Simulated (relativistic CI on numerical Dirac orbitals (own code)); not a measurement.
## Hyperfine structure of Tm XXIX, mass number 171

Method of calculation: Dirac-Coulomb-Breit CI, orbitals from a KLI potential per configuration, model QED (radiative potential, 1s self-energy scaled to tabulated hydrogen-like ionisation energies), unscaled Slater integrals (own radial code, finite nucleus).

Configurations in the expansion (outside the closed core [Ar] 3d10): 4s²4p⁶4d⁵, 4s²4p⁵4d⁶, 4s²4p⁶4d⁴4f, 4s4p⁶4d⁵4f, 4p⁶4d⁷, 4p⁵4d⁸, 4s²4p⁶4d³5s², 4s²4p⁶4d²4f5s², 4s4p⁶4d³4f5s². Double excitations out of closed p, d and f shells are left out; levels of such configurations are missing from the list, as are those of other unlisted configurations, and high levels can miss mixing partners.

Nuclear spin I = 1/2, μ = -0.23 μN (tables of Stone and Pyykkö). The electronic factors are computed for point nuclear moments, without core polarisation or the Bohr-Weisskopf and QED corrections.

```json
{"Level": "4s²4p⁶4d⁵ ⁴P1/2", "E (eV)": "15.8788", "A (MHz)": "1797"}
{"Level": "4s²4p⁶4d⁵ ²D3/2", "E (eV)": "21.5094", "A (MHz)": "-7899"}
{"Level": "4s²4p⁶4d⁵ ²I11/2", "E (eV)": "22.9157", "A (MHz)": "-4656"}
```

Levels with J = 0, under 50 % of one LS term, or S terms without an open s electron are left out. Small factors come from cancelling terms and can be off by tens of per cent or more.

At this charge energies of transitions that change n are usually good to better than 1 %, and those within a shell (Δn = 0) to a few per cent. Terms inside the open d or f shell come out 10 to 20 % too wide with unscaled integrals.

**Question.** Give the hyperfine levels of 4s²4p⁶4d⁵ ²D3/2 relative to its centre of gravity.

**Answer.** With K = F(F + 1) − I(I + 1) − J(J + 1), E = AK/2: F = 1: 9873, F = 2: -5924 MHz.

LS names give the leading component of a level, which can be under half, so a name can repeat, a term be missing and a line seem to break the LS rules.
